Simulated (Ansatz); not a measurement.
Total energies of B6N7H20⁺, a cluster cut from zinc blende BN (hydrogen-capped) from Ansatz at PBE-D4/def2-TZVP, gas phase (1 Eh = 27.2114 eV = 2625.5 kJ/mol). The reference geometry is relaxed at r2SCAN-D4/def2-SVP.

```
atom   x (Å)   y (Å)   z (Å)
  N1   0.150  -2.194  -0.876
  N2   1.413   2.221   0.493
  N3   0.970  -0.813   1.084
  N4   0.718   0.287  -1.165
  N5  -1.709  -0.558  -1.274
  N6  -0.851   0.876   0.681
  N7  -1.437  -1.598   0.993
  B8   1.709   1.556  -0.929
  B9   1.174  -1.015  -0.477
 B10  -1.365  -1.902  -0.553
 B11  -0.047   2.216   1.138
 B12  -0.501  -0.386   1.495
 B13  -0.755   0.694  -0.863
 H14   0.446  -3.080  -0.452
 H15   0.260  -2.386  -1.877
 H16   1.627   3.213   0.357
 H17   2.114   1.936   1.179
 H18   1.283  -1.634   1.611
 H19   1.615  -0.083   1.398
 H20   0.840   0.182  -2.176
 H21  -1.681  -0.675  -2.292
 H22  -2.687  -0.297  -1.109
 H23  -1.799   1.172   0.929
 H24  -1.244  -2.446   1.537
 H25  -2.404  -1.385   1.259
 H26   2.859   1.151  -0.951
 H27   1.450   2.366  -1.796
 H28   2.303  -1.363  -0.746
 H29  -2.089  -2.822  -0.874
 H30   0.050   2.206   2.353
 H31  -0.668   3.162   0.696
 H32  -0.621  -0.265   2.695
 H33  -1.124   1.664  -1.487
```

```tsv
state	geometry	energy (Eh)
charge 1 singlet	reference	-544.12277
charge 2 doublet	reference	-543.66992
charge 2 doublet	relaxed at r2SCAN-D4/def2-SVP	-543.70369
charge 0 doublet	reference	-544.24205
```

Single mean-field runs in def2-TZVP are fitted with def2-universal-jkfit.

Question: Work out the vertical ionisation energy to the doublet.

Answer: E(charge 2 doublet) − E(charge 1 singlet) = -543.66992 − (-544.12277) = 0.45285 Eh = 12.32 eV. For comparison, −ε of the highest occupied level is 9.62 eV at this level, 2.70 eV less.

Question: Work out the vertical electron affinity, to the doublet.

Answer: E(charge 1 singlet) − E(charge 0 doublet) = -544.12277 − (-544.24205) = 0.11928 Eh = 3.25 eV.

Question: Give the fundamental gap IE − EA, the Mulliken electronegativity (IE + EA)/2 and the hardness (IE − EA)/2.

Answer: From the values in Eh: IE − EA = 0.45285 − 0.11928 = 0.33357 Eh = 9.08 eV; (IE + EA)/2 = 7.78 eV; (IE − EA)/2 = 4.54 eV. The HOMO–LUMO gap of the same run is 4.69 eV, 4.39 eV smaller than the fundamental gap.

Question: How much does the charge 2 doublet relax, and what is the adiabatic ionisation energy?

Answer: Relaxation: -543.66992 − (-543.70369) = 0.03377 Eh = 0.92 eV. Adiabatic ionisation energy: 0.41908 Eh = 11.40 eV, without zero-point energy. 

At PBE-D4/def2-TZVP the gap within one spin of the charge 2 doublet nearly closes, so an electron or hole may be smeared out by delocalisation error.
